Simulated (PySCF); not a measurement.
The PySCF input:
```python
from pyscf import gto, scf, dft
from pyscf.prop import polarizability

mol = gto.M(
    atom='''
B     0.048480   -0.044417    0.051353
Cl    1.684264   -0.281846   -0.437078
Cl   -0.435484   -0.826960    1.507748
Si   -1.203551    1.068325   -1.031479
H    -2.488235    1.282862   -0.361996
H    -1.492718    0.443300   -2.326564
H    -0.640988    2.389082   -1.328900
''',
    basis='6-31g*',
    charge=0,
    spin=0,
    verbose=3,
)

mf = dft.RKS(mol)
mf.xc = 'b3lyp'
mf.kernel()
alpha = mf.Polarizability().polarizability()[2, 2]
print('alpha_zz =', alpha)
```

**Question.** Give the Mulliken (on the basis functions themselves) charges in atom order at the level B3LYP/6-31G*, polarisability (PySCF).

**Answer.** B1 0.01, Cl2 -0.05, Cl3 -0.05, Si4 0.23, H5 -0.05, H6 -0.04, H7 -0.05

**Question.** Estimate the polarisability along z that B3LYP/6-31G*, polarisability returns for this input.

**Answer.** 56.2 bohr³

**Question.** What HOMO energy does B3LYP/6-31G*, polarisability give?

**Answer.** -8.23 eV

**Question.** Predict the nuclear repulsion energy from B3LYP/6-31G*, polarisability.

**Answer.** 232.7683 Eh
